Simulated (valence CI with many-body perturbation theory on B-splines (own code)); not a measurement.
# Forbidden lines of Pm²⁰⁺

Computed by configuration interaction combined with many-body perturbation theory (CI+MBPT): five valence electrons over a frozen Dirac-Fock core [Kr], a basis of 7 s, 7 p, 8 d, 6 f, 4 g, 1 h functions for each j, with the one-electron correlation potential Σ1 (screened to all orders), the two-electron term Σ2, the three-electron term Σ3, Breit, model QED; selected single and double excitations, second order for the rest, scaled by the run's own slope (own B-spline code, finite nucleus).

No measured levels were compared; by estimate terms of the open shell hold to 2 to 4 % of their energy, and close levels can change places. Among the levels kept, up to 430 cm⁻¹ of a level comes from second order outside the variational space, and about a tenth of that is noise between levels of different J, which matters for small intervals. The list stops below the first excitations out of the core.

Lines 1 to 50 of 120 in falling wavelength, among levels below 679110 cm⁻¹, chosen from the decays that carry over 1 % of a level's rate. Wavelengths and rates use the calculated energies, so an error of 2000 cm⁻¹ moves a line at 790.8 nm by 16 % and its rate by three times that or more. Electric multipoles are in the length gauge, E1 and E2 with the static RPA response of the core. S is in atomic units (e²a₀⁴ for E2 and M2, e²a₀⁶ for E3), for M1 in squared Bohr magnetons. Weak lines are less certain than strong ones. Lines between different terms over intervals too small for the method are left out, as are lines whose strength nearly cancels.

Levels are named by their leading jj configuration (3d3/2^4 stands for four electrons in 3d with j = 3/2), which in mixed levels can hold well under half, so a name can repeat and another be missing. Letters in brackets count levels of one name in rising energy.

| λ vac (nm) | Upper | Lower | Type | A (s⁻¹) | S (a.u.) |
| --- | --- | --- | --- | --- | --- |
| 2339 | (4d3/2^3 4d5/2^2) J=11/2 | (4d3/2^3 4d5/2^2) J=7/2 [a] | E2 | 6.47e-08 | 4.85e-03 |
| 1974 | (4d3/2^3 4d5/2^2) J=9/2 | (4d3/2^3 4d5/2^2) J=11/2 | M1 | 2.42e+00 | 6.90e+00 |
| 1070 | (4d3/2^3 4d5/2^2) J=9/2 | (4d3/2^3 4d5/2^2) J=7/2 [a] | M1 | 1.70e+01 | 7.72e+00 |
| 925.6 | (4d3/2^2 4d5/2^3) J=13/2 | (4d3/2^2 4d5/2^3) J=11/2 | M1 | 9.83e+00 | 4.05e+00 |
| 790.8 | (4d3/2^3 4d5/2^2) J=1/2 | (4d3/2^3 4d5/2^2) J=3/2 [a] | M1 | 8.31e+01 | 3.05e+00 |
| 751.2 | (4d3/2^3 4d5/2^2) J=3/2 [b] | (4d3/2^3 4d5/2^2) J=5/2 [b] | M1 | 1.42e+01 | 8.92e-01 |
| 639.4 | (4d3/2^2 4d5/2^3) J=7/2 [b] | (4d3/2^2 4d5/2^3) J=5/2 [a] | M1 | 1.94e+01 | 1.50e+00 |
| 615.7 | (4d3/2^3 4d5/2^2) J=7/2 [b] | (4d3/2^3 4d5/2^2) J=5/2 [a] | M1 | 6.95e+01 | 4.81e+00 |
| 604.2 | (4d3/2^3 4d5/2^2) J=7/2 [b] | (4d3/2^3 4d5/2^2) J=9/2 | M1 | 8.24e+00 | 5.39e-01 |
| 499.2 | (4d3/2^2 4d5/2^3) J=3/2 [a] | (4d3/2^3 4d5/2^2) J=5/2 [b] | M1 | 1.05e+02 | 1.94e+00 |
| 485.3 | (4d3/2^2 4d5/2^3) J=9/2 [a] | (4d3/2^3 4d5/2^2) J=7/2 [b] | M1 | 9.10e+01 | 3.86e+00 |
| 470.3 | (4d3/2^3 4d5/2^2) J=7/2 [a] | (4d3/2^4 4d5/2) J=5/2 [b] | M1 | 1.76e+02 | 5.43e+00 |
| 454.7 | (4d3/2^2 4d5/2^3) J=9/2 [b] | (4d3/2^2 4d5/2^3) J=9/2 [a] | M1 | 6.71e+01 | 2.34e+00 |
| 442.4 | (4d3/2^2 4d5/2^3) J=5/2 [b] | (4d3/2^2 4d5/2^3) J=3/2 [a] | M1 | 3.74e+01 | 7.20e-01 |
| 423.0 | (4d3/2^3 4d5/2^2) J=3/2 [a] | (4d3/2^4 4d5/2) J=5/2 [b] | M1 | 1.11e+02 | 1.25e+00 |
| 396.8 | (4d3/2^2 4d5/2^3) J=7/2 [b] | (4d3/2^2 4d5/2^3) J=9/2 [a] | M1 | 2.24e+01 | 4.15e-01 |
| 393.8 | (4d3/2 4d5/2^4) J=7/2 [a] | (4d3/2^2 4d5/2^3) J=5/2 [b] | M1 | 1.03e+02 | 1.86e+00 |
| 386.2 | (4d3/2^3 4d5/2^2) J=7/2 [b] | (4d3/2^3 4d5/2^2) J=7/2 [a] | M1 | 1.43e+02 | 2.44e+00 |
| 368.4 | (4d3/2^2 4d5/2^3) J=9/2 [c] | (4d3/2^2 4d5/2^3) J=7/2 [b] | M1 | 6.71e+01 | 1.24e+00 |
| 343.7 | (4d3/2^2 4d5/2^3) J=7/2 [a] | (4d3/2^3 4d5/2^2) J=5/2 [a] | M1 | 1.43e+02 | 1.72e+00 |
| 343.7 | (4d3/2^3 4d5/2^2) J=3/2 [b] | (4d3/2^3 4d5/2^2) J=1/2 | M1 | 3.11e+01 | 1.87e-01 |
| 341.0 | (4d3/2^2 4d5/2^3) J=5/2 [b] | (4d3/2^3 4d5/2^2) J=3/2 [b] | M1 | 2.33e+02 | 2.06e+00 |
| 340.1 | (4d3/2^2 4d5/2^3) J=7/2 [a] | (4d3/2^3 4d5/2^2) J=9/2 | M1 | 3.20e+02 | 3.73e+00 |
| 331.8 | (4d3/2^2 4d5/2^3) J=1/2 [a] | (4d3/2^3 4d5/2^2) J=1/2 | M1 | 7.36e+02 | 1.99e+00 |
| 331.5 | (4d3/2^2 4d5/2^3) J=5/2 [a] | (4d3/2^3 4d5/2^2) J=7/2 [b] | M1 | 1.28e+02 | 1.04e+00 |
| 330.3 | (4d3/2^2 4d5/2^3) J=3/2 [b] | (4d3/2^2 4d5/2^3) J=3/2 [a] | M1 | 1.96e+02 | 1.04e+00 |
| 329.5 | (4d3/2 4d5/2^4) J=7/2 [a] | (4d3/2^2 4d5/2^3) J=9/2 [b] | M1 | 1.69e+02 | 1.80e+00 |
| 329.5 | (4d3/2^2 4d5/2^3) J=9/2 [c] | (4d3/2^2 4d5/2^3) J=9/2 [b] | M1 | 3.67e+02 | 4.86e+00 |
| 324.6 | (4d3/2^3 4d5/2^2) J=5/2 [b] | (4d3/2^3 4d5/2^2) J=7/2 [a] | M1 | 3.12e+02 | 2.38e+00 |
| 323.5 | (4d3/2^3 4d5/2^2) J=5/2 [a] | (4d3/2^4 4d5/2) J=5/2 [b] | M1 | 8.50e+02 | 6.40e+00 |
| 318.9 | (4d3/2^2 4d5/2^3) J=11/2 | (4d3/2^3 4d5/2^2) J=9/2 | M1 | 1.38e+02 | 1.99e+00 |
| 303.5 | (4d3/2^2 4d5/2^3) J=7/2 [b] | (4d3/2^2 4d5/2^3) J=7/2 [a] | M1 | 1.89e+02 | 1.57e+00 |
| 303.1 | (4d3/2 4d5/2^4) J=5/2 [a] | (4d3/2^2 4d5/2^3) J=3/2 [a] | M1 | 3.33e+02 | 2.06e+00 |
| 290.1 | (4d3/2^3 4d5/2^2) J=3/2 [b] | (4d3/2^3 4d5/2^2) J=5/2 [a] | M1 | 1.15e+02 | 4.15e-01 |
| 288.2 | (4d3/2^2 4d5/2^3) J=5/2 [b] | (4d3/2^2 4d5/2^3) J=7/2 [a] | M1 | 3.54e+02 | 1.89e+00 |
| 279.2 | (4d3/2^2 4d5/2^3) J=3/2 [a] | (4d3/2^3 4d5/2^2) J=1/2 | M1 | 9.85e+01 | 3.18e-01 |
| 278.1 | (4d3/2^2 4d5/2^3) J=3/2 [b] | (4d3/2^2 4d5/2^3) J=1/2 [a] | M1 | 2.00e+01 | 6.37e-02 |
| 277.5 | (4d3/2 4d5/2^4) J=11/2 | (4d3/2^2 4d5/2^3) J=9/2 [b] | M1 | 1.95e+02 | 1.86e+00 |
| 274.5 | (4d3/2^2 4d5/2^3) J=11/2 | (4d3/2^3 4d5/2^2) J=11/2 | M1 | 7.33e+02 | 6.74e+00 |
| 273.8 | (4d3/2^4 4d5/2) J=5/2 [b] | (4d3/2^4 4d5/2) J=5/2 [a] | M1 | 9.68e+02 | 4.42e+00 |
| 268.7 | (4d3/2^2 4d5/2^3) J=1/2 [b] | (4d3/2^2 4d5/2^3) J=3/2 [a] | M1 | 2.19e+02 | 3.15e-01 |
| 258.1 | (4d3/2^2 4d5/2^3) J=7/2 [a] | (4d3/2^3 4d5/2^2) J=7/2 [a] | M1 | 2.50e+02 | 1.28e+00 |
| 242.8 | (4d3/2^2 4d5/2^3) J=3/2 [a] | (4d3/2^3 4d5/2^2) J=5/2 [a] | M1 | 1.28e+02 | 2.71e-01 |
| 239.6 | (4d3/2^3 4d5/2^2) J=3/2 [b] | (4d3/2^3 4d5/2^2) J=3/2 [a] | M1 | 3.99e+01 | 8.14e-02 |
| 236.8 | (4d3/2^2 4d5/2^3) J=9/2 [a] | (4d3/2^3 4d5/2^2) J=11/2 | M1 | 3.12e+02 | 1.54e+00 |
| 234.7 | (4d3/2^2 4d5/2^3) J=9/2 [b] | (4d3/2^3 4d5/2^2) J=7/2 [b] | M1 | 1.80e+02 | 8.65e-01 |
| 234.5 | (4d3/2^2 4d5/2^3) J=5/2 [b] | (4d3/2^3 4d5/2^2) J=5/2 [b] | M1 | 3.41e+02 | 9.78e-01 |
| 233.8 | (4d3/2 4d5/2^4) J=7/2 [a] | (4d3/2^2 4d5/2^3) J=5/2 [a] | M1 | 6.22e+02 | 2.36e+00 |
| 233.7 | (4d3/2^2 4d5/2^3) J=1/2 [a] | (4d3/2^3 4d5/2^2) J=3/2 [a] | M1 | 7.59e+02 | 7.19e-01 |
| 227.6 | (4d3/2^2 4d5/2^3) J=1/2 [b] | (4d3/2^3 4d5/2^2) J=3/2 [b] | M1 | 5.24e+01 | 4.58e-02 |
